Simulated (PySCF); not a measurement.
## H3Rh: script and output

The script input.py:

```python
from pyscf import gto, dft

mol = gto.M(
    atom='Rh 0 0 0.0276; H 1.1519 0 -0.9404; H -0.576 0.9976 -0.9404; H -0.576 -0.9976 -0.9404',
    basis='lanl2dz',
    ecp={'Rh': 'lanl2dz'},
    charge=0,
    spin=0,
    verbose=3,
)
mf = dft.RKS(mol, xc='bp86')
field = 0.05  # electric field along z, atomic units
h = mf.get_hcore() + field*mol.intor('int1e_r')[2]
mf.get_hcore = lambda *args: h
e_nuc = mol.energy_nuc() - field*mol.atom_charges() @ mol.atom_coords()[:, 2]
mf.energy_nuc = lambda *args: e_nuc
mf.kernel()
mf.mulliken_pop()
mf.dip_moment()
print('orbital energies (hartree):', mf.mo_energy[..., max(0, mol.nelec[1]-3):mol.nelec[0]+3].round(4))
```

```bash
$ OMP_NUM_THREADS=1 python input.py
```

It prints (some set-up lines and the per-cycle HOMO/LUMO lines with their warnings removed):

```
converged SCF energy = -111.412313170624
 ** Mulliken pop  **
pop of  0 Rh 4s           1.98650
pop of  0 Rh 5s           0.35472
pop of  0 Rh 6s           0.30435
pop of  0 Rh 4px          2.00000
pop of  0 Rh 4py          2.00000
pop of  0 Rh 4pz          1.99948
pop of  0 Rh 5px          0.02647
pop of  0 Rh 5py          0.02648
pop of  0 Rh 5pz          0.16851
pop of  0 Rh 6px          0.00684
pop of  0 Rh 6py          0.00684
pop of  0 Rh 6pz          0.03299
[16 lines left out]
 ** Mulliken atomic charges  **
charge of    0Rh =     -0.08304
charge of    1H =      0.02769
charge of    2H =      0.02768
charge of    3H =      0.02768
Dipole moment(X, Y, Z, Debye):  0.00009, -0.00000,  5.25807
orbital energies (hartree): [-0.249  -0.2421 -0.2421 -0.1184 -0.1184 -0.0635]
```

In short: E(SCF) = -111.412313 Eh, μ(SCF) = 5.26 D.

Run time: 2.8 s on 1 thread of Arm Neoverse N1 (shared host).
